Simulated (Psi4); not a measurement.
Psi4 input (wB97X-D/6-31G*):

```
memory 1500 MB

molecule {
0 1
Si    2.37624600   -0.55272600   -0.30569800
O     0.76088400   -0.86803200   -0.45494100
Si   -0.74365000   -0.36431200   -0.18296100
Cl   -1.04151200   -0.10300300    1.82907000
Cl   -1.06248900    1.42912200   -1.12499000
H     3.10100900   -1.70034600   -0.88557200
H     2.71757800   -0.39825800    1.12399700
H     2.70520800    0.68705500   -1.03987700
H    -1.69920200   -1.34967300   -0.68716100
symmetry c1
no_reorient
no_com
}

set {
  basis 6-31G*
  reference rks
  scf_type pk
  dft_radial_points 99
  dft_spherical_points 590
  e_convergence 1e-8
  d_convergence 1e-7
  maxiter 150
}

e = energy('wb97x-d')
print_out(f'\nFINAL {e:.10f} DIPOLE {variable("CURRENT DIPOLE")[0]:.6f} {variable("CURRENT DIPOLE")[1]:.6f} {variable("CURRENT DIPOLE")[2]:.6f}\n')
```

From the output:

```
      28A     -0.536087    29A     -0.531064    30A     -0.480695
      31A     -0.477241    32A     -0.441960    33A     -0.425697
      34A     -0.420042    35A     -0.417432    36A     -0.415806
      37A     -0.405573

    Virtual:

      38A      0.069152    39A      0.089401    40A      0.103826
      41A      0.127890    42A      0.144911    43A      0.153048
      44A      0.185045    45A      0.212964    46A      0.224140
      47A      0.282829    48A      0.285446    49A      0.292789
      50A      0.305527    51A      0.334117    52A      0.385961
      53A      0.451343    54A      0.458823    55A      0.485239
      56A      0.537135    57A      0.538586    58A      0.578350
      59A      0.593819    60A      0.601120    61A      0.619833
      62A      0.633948    63A      0.634700    64A      0.674794
      65A      0.741318    66A      0.747337    67A      0.754595
      68A      0.795454    69A      0.802555    70A      0.899520
      71A      0.939573    72A      0.943855    73A      0.945566
      74A      0.951072    75A      0.960057    76A      0.986760
      77A      1.010536    78A      1.020664    79A      1.088484
      80A      1.168391    81A      1.198899    82A      1.201333
      83A      1.243006    84A      1.244096    85A      1.268386
      86A      1.343442    87A      1.386177    88A      1.435245
      89A      1.548689    90A      1.886401    91A      1.894882
      92A      2.065883    93A      2.465186    94A      2.771247
      95A      2.973523    96A      2.999504    97A      3.780602
      98A      4.336128    99A      4.370529

    Final Occupation by Irrep:
              A
    DOCC [    37 ]
    NA   [    37 ]
    NB   [    37 ]

  @RKS Final Energy: -1577.08651322858645

   => Energetics <=

    Nuclear Repulsion Energy =            438.0932664197833901
    One-Electron Energy =               -3052.4911772369573555
    Two-Electron Energy =                1116.0920441515140737
    DFT Exchange-Correlation Energy =     -78.7769895563816647
    Empirical Dispersion Energy =          -0.0036570065448459
    VV10 Nonlocal Energy =                  0.0000000000000000
    Total Energy =                      -1577.0865132285864547

Computation Completed

Properties will be evaluated at   0.000000,   0.000000,   0.000000 [a0]

Properties computed using the SCF density matrix

 Multipole Moments:

 ------------------------------------------------------------------------------------
     Multipole            Electronic (a.u.)      Nuclear  (a.u.)        Total (a.u.)
 ------------------------------------------------------------------------------------

 L = 1.  Multiply by 2.5417464519 to convert [e a0] to [Debye]
 Dipole X            :          0.4888396           -0.0000151            0.4888244
 Dipole Y            :         -0.4216845            0.0000246           -0.4216599
 Dipole Z            :         -0.2227005           -0.0000132           -0.2227137
 Magnitude           :                                                    0.6828966

 ------------------------------------------------------------------------------------

FINAL -1577.0865132286 DIPOLE 0.488824 -0.421660 -0.222714

*** Psi4 exiting successfully. Buy a developer a beer!
```

The geometry given is a B3LYP-D3(BJ)/def2-TZVP minimum.
